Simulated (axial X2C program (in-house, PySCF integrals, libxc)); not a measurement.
Which molecule gave these maps?

PBE0 fields computed with an in-house relativistic program for diatomic molecules, without spin–orbit coupling, near the equilibrium distance, one atom at z = 0.

The maps cover the half plane through the axis: z from -2.4 to 4.8 Å along the bond, ρ from 0.15 to 2.25 Å away from it (steps of 0.3 Å, the bottom row nearest the axis).

log10 of the density in e/bohr³:

digits 0 to 9 span -4.03 to 1.82 evenly
```
0001112222222211111111000
0011222222222222222221110
0112223333333333333222211
1122333444333333333332221
1223344444443333444333221
1223445565544444444443322
1233446777654444565443322
1233456797654445787544332
```

Electron localisation function (collinear form, no current term, damped to 0 at low density):

digits 0 to 9 span 0.00 to 1.00 evenly
```
0001344555543322222322100
0023566666655444445665420
0245677766665555567888763
1357776555666666678999986
2567764322356676547999998
3677642333235762000599999
4677533777325740473079999
4677426373624721848159999
```

Axial spin density in 10⁻³ e/bohr³:

digits 0 to 9 span -9.83 to 9.83 evenly, values beyond are clipped
```
5555555555555555555555555
5555556666666655555555555
5555667777777666555555555
5556678999998776666666555
5556799999999987667776655
5567999978999997667998665
5567998374699996546999765
5568995999399996696999865
```

Question: Which molecule is it?
A. BeAu
B. DbS⁻
C. RbN
D. AlSn

Answer: D. AlSn, with Sn at z = 0 and Al at z = 2.669 Å, state M_S = 3/2, Λ = 0 (beyond evenly filled blocks: σα, π+α, π-α), basis Sn dyall-cv3z [11s12p9d4f1g], Al dyall-v3z [8s8p2d1f] (cores contracted in-house). The state is a single determinant with fixed occupations, the lowest that a limited PBE0 search found. PBE0 can misorder states that lie within some tenths of an eV, so this need not be the ground state of the molecule. The nearest other spin-free determinant of the search, M_S = 1/2, Λ = 0, lies 0.29 eV up at the distance of the search.
